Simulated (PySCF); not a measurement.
ClGeI, singlet, geometry from GFN2-xTB (core potentials on I). Base run: CAMB3LYP/def2-SVP, polarisability (PySCF).

PySCF was given this input:
```python
from pyscf import gto, scf, dft
from pyscf.prop import polarizability

mol = gto.Mole()
mol.atom = '''
    Ge    0.50513499    0.58567599    1.05588004
    Cl    1.33515396    2.03340918   -0.30675896
    I    -0.73324409   -1.00584128   -0.53911810
'''
mol.basis = 'def2-svp'
mol.ecp = {'I': 'def2-svp'}
mol.verbose = 4
mol.build()

mf = dft.RKS(mol)
mf.xc = 'camb3lyp'
mf.kernel()
alpha = mf.Polarizability().polarizability()[2, 2]
print('alpha_zz =', alpha)
```

Variants of this job, named by their change:

| change | alpha_zz (bohr³) | basis functions | core-seconds (rough) |
|---|---|---|---|
| base | 62.28 | 76 | 20 |
| functional = hf | 61.03 | 76 | 1 |
| functional = pbe | 64.63 | 76 | 6 |
| finite field (a.u.) = 0.02; conv_tol = 1e-11 | 62.31 | 76 | 20 |
| finite field (a.u.) = 0.001; conv_tol = 1e-11 | 62.28 | 76 | 20 |
| finite field (a.u.) = 2e-4; conv_tol = 1e-11 | 62.28 | 76 | 20 |
| finite field (a.u.) = 0.005; conv_tol = 1e-11 | 62.28 | 76 | 20 |
| basis = def2-TZVP | ? | ? | 70 |
| basis = def2-SVPD | ? | ? | 30 |
| finite field (a.u.) = 0.001; conv_tol = 1e-6 | 62.33 | 76 | 10 |
| functional = lda,vwn | 64.10 | 76 | 3 |
| basis = STO-3G | 27.72 | 54 | 7 |

**Question.** Complete the blanks.

**Answer.** 
- basis = def2-TZVP, alpha_zz (bohr³): 72.58
- basis = def2-TZVP, basis functions: 135
- basis = def2-SVPD, alpha_zz (bohr³): 82.02
- basis = def2-SVPD, basis functions: 100

Finite-field rows take the second difference of the energy in a field along z; a small field with loose convergence shows SCF noise divided by the square of the field, and a large one adds hyperpolarisability.
